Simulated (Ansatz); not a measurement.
A run of Ansatz (development build ahead of 0.2.0) on doublet Li at this shape:

A single Li atom.

Its results:

```yaml
Converged: yes
Reference_energy: -7.43243 hartree
Correlation_energy: -0.00021 hartree
Total_energy: -7.43263 hartree
Spin_squared_of_the_determinant: 0.750
```

Q: Which input gives this output? Name the method, the orbitals and the basis set, and write the input.

A: ROHF-MP2 in aug-cc-pVDZ.

```yaml
crystal:
  periodic: [false, false, false]
  atoms:
    - { symbol: Li, position_ang: [0.0, 0.0, 0.0] }
basis:
  gaussian: { orbitals: aug-cc-pVDZ }
magnetization:
  initial_magnetization: 1
hamiltonian:
  xc: hf
correlation:
  method: mp2
  frozen_orbitals: { Li: 0 }
```
